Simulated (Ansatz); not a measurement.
F₃Fe (SMILES [F][Fe]([F])[F]), sextet, geometry from GFN2-xTB (such geometries of metal compounds can be far from the true shape); Ansatz (a program for electronic structure) with PBE0/3-21G.

The Ansatz input:
Ansatz 0.2 input:
```yaml
crystal:
  periodic: [false, false, false]
  atoms:
    - {symbol: Fe, position_ang: [0.08472023, -0.13889331, -0.36181054]}
    - {symbol: F, position_ang: [-1.48361108, -0.75442295, 0.36107140]}
    - {symbol: F, position_ang: [-0.08592716, 1.68288156, -0.24729449]}
    - {symbol: F, position_ang: [1.32479091, -0.52721126, 0.93145355]}
basis:
  gaussian:
    orbitals: 3-21G.json
hamiltonian:
  xc: pbe0
magnetization: {spin_polarized: true, initial_magnetization: 5}
accuracy: high
```
The basis file holds 3-21G in the JSON format of the Basis Set Exchange.

Output, abridged:

```
Functional definition: PBE0
1030 factors; integrals over basis functions are off by at most 7.1e-9 eV
mean field evaluation 1: about -42308.3274 eV, gradient 5.1e1 eV
mean field evaluation 2: about -42069.7589 eV, gradient 2.7e2 eV
mean field evaluation 4: about -42316.6369 eV, gradient 4.7e0 eV
mean field evaluation 8: about -42316.7972 eV, gradient 5.0e-1 eV
mean field evaluation 16: about -42316.7986 eV, gradient 2.5e-4 eV
mean field -42316.79855850 eV, -1555.1136636686 hartree, gradient 3.8e-8 eV, S^2 8.754796; 0 other end points of the search recorded, 0 dependent functions left out
reference -42316.79856127 eV, -1555.1136637702 hartree; 29, 24 occupied and 27, 32 virtual orbitals, 1030 factors
Total energy: -42316.79856127 eV, -1555.1136637702 hartree
```
